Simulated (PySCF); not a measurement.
# Radial density of La³⁺ (lanthanum, charge +3)

UHF, [Xe], closed-shell 1S. All numbers are calculated (PySCF 2.14, the spin-free X2C one-electron Hamiltonian (Gaussian nucleus), in x2c-TZVPPall (11s7p7d3f1g, 97 functions)).

```
r (bohr)  4πr²ρ (e/bohr)
  0.0284           66.68
  0.0477           75.41
  0.0802           97.80
   0.135           71.71
   0.227           84.13
   0.382           34.47
   0.642           34.35
    1.08           11.55
    1.82           5.656
    3.06          0.4991
    5.14        0.001463
```

Densities and radii are taken from the X2C orbitals without a picture-change correction, which distorts them close to the nucleus.

Spin-orbit coupling, which splits the p, d and f shells strongly at this Z, is absent.
